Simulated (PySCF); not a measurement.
F3In, SMILES [F][In+]([F])[F] (connectivity only; charge and spin as stated), charge +1, multiplicity 2. Atoms are numbered in the order given.

```xyz
4

In     0.0000     0.0000     0.1916
F      0.0000    -1.0276    -1.5605
F      0.0000     0.0000     2.0779
F      0.0000     1.0276    -1.5605
```
Charge +1, spin multiplicity 2.

Geometry: r2SCAN-D4/def2-SVP. The def2 effective core potentials stand for the cores of In; spin–orbit coupling is left out.

The numbers are results of B3LYP/def2-TZVPD in PySCF, not measurements.

The molecule is in vacuum.

- total energy = -489.47299 hartree
- point group = C2v
- α spin, highest occupied and lowest empty level = -17.64 and -11.14 eV
- β spin, highest occupied and lowest empty level = -17.60 and -13.73 eV
- dipole moment about the centre of nuclear charge = 0.31 D
- mean static polarisability = 33.1 bohr³ (4.91 Å³)
- polarisability, principal values = 19.9, 38.9, 40.6 bohr³
- ⟨S²⟩ = 0.759 (pure state 0.75)
